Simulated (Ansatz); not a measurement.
Gas-phase electronic energies from Ansatz, PBE0-D4/def2-TZVP geometries. CBS: MP2 limit from def2 TZ/QZ plus the TZ coupled-cluster correction, frozen cores. This one scheme is used for every species, atoms too. Functionals use def2-TZVPP. B3LYP here is the variant with VWN-RPA as its local correlation; programs differ in this. HSE06 is defined as in plane-wave codes. No spin–orbit coupling; open shells (•) take unrestricted orbitals. Spin–orbit coupling would lower the free atoms: a little for Cl. Each species was taken in one conformer, which may not be the lowest.

Reaction (homolysis of the Cl–Si bond): `C[SiH](N)Cl` → Cl• + `C[SiH]N`•

| level | ΔE (kcal/mol) |
| --- | --- |
| B3LYP-D4 | 113.3 |
| r2SCAN0-D4 | 114.8 |
| HSE06-D4 | 116.0 |
| PBE-QIDH | 118.0 |
| CCSD/def2-SVP | 107.0 |
| SCS-MP2/def2-TZVPP | 117.7 |
| HF/def2-QZVPP | 91.3 |
| MP2/def2-QZVPP | 123.0 |

(1) What does CCSD(T)/CBS give? (An estimate is asked.)

Largest T1 diagnostic among the species: 0.013.

## Answers

(1) Ansatz gave: +119.2 kcal/mol. The listed levels differ from it by -5.9, -4.4, -3.2, -1.2, -12.2, -1.5, -27.9, 3.8 kcal/mol.

From r2SCAN to r2SCAN0 (25 % exact exchange), in def2-TZVPP and without D4, ΔE moves by −0.9 kcal/mol: exact exchange takes away binding that semilocal exchange gives to molecules. In def2-TZVPP, CCSD(T) changes the Hartree–Fock value by +23.5 kcal/mol (the triples alone add +2.1 kcal/mol) and MP2 by +29.1 kcal/mol; breaking electron pairs costs correlation energy, which Hartree–Fock lacks. The D4 term adds +2.5 kcal/mol with B3LYP and +1.3 kcal/mol with PBE0; it sums over pairs of atoms, weighted by their polarisabilities, and B3LYP, whose exchange is more repulsive, gets the larger term.

CCSD(T)/CBS has its own doubt, a few kJ/mol and more with outer-core shells, so smaller differences from it don't rank the levels.
